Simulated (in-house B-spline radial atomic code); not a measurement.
Values are calculated unless marked as measured or tabulated.
# Two electrons in Si: a spherical dot of radius 8.22 nm with hard walls with an ionised donor at its centre

For Si the NSM archive of the Ioffe Institute lists m_l = 0.98 m0, m_t = 0.19 m0 and ε = 11.7; the model takes one isotropic valley with the conductivity mass 3/(1/m_l + 2/m_t) = 0.26 m0, and so misses anisotropy and the other valleys. All triplets below are those of one valley; with several valleys two electrons can form a triplet in the 1s orbital itself, at an energy set by the valley splitting. Real donors also feel a central-cell potential, which shifts the ground state.

Effective-mass model with parabolic bands, a uniform dielectric constant, no image charges, no central-cell or spin-orbit terms. Two-electron levels come from full CI in B-splines with partial waves to l = 5 (up to 0.001 effective hartree above the limit).

Task: What are the effective units, and what is the potential in them?

Result: Ha* = 27211.386 meV × 0.26/11.7² = 51.68 meV and a* = 0.0529177 nm × 11.7/0.26 = 2.381 nm. The radius is R = 3.45 a*, with −1/r added.

In these units the lowest s and p orbitals lie at -0.461562 and 0.287654, and their Coulomb and exchange integrals are J_ss = 0.729033, J_sp = 0.536420 and K_sp = 0.09002. Full CI gives -0.281885 for the ground singlet, 0.254204 for the sp triplet, 0.396434 for the sp singlet and 0.712474 for the lowest triplet of two s orbitals.

Task: What does it cost to add the second electron, to first order and exactly?

Result: To first order E = 2ε_s + J_ss = -0.194092, so the charging energy E(2) − 2E(1) is J_ss = 37.68 meV. CI gives -0.281885 − 2 × (-0.461562) = 0.641240, or 33.14 meV: relaxation and correlation lower it by 4.537 meV, 12.0 % of J_ss. The s² configuration of one-electron orbitals holds 94.8 % of the state, and the mean radius is 3.38 nm.

Task: How far above the singlet do the triplets lie?

Result: To first order the sp triplet lies at ε_s + ε_p + J_sp − K_sp = 0.272491, which is 24.11 meV above 2ε_s + J_ss. CI gives 0.254204 − (-0.281885) = 0.536088, or 27.71 meV, 72 % of the orbital spacing of 38.72 meV. The ss triplet lies 51.39 meV up, so the lower of the two is the sp one, and its gap equals k_BT at 322 K. The sp singlet-triplet splitting is 7.351 meV, against 2K_sp = 9.305 meV.
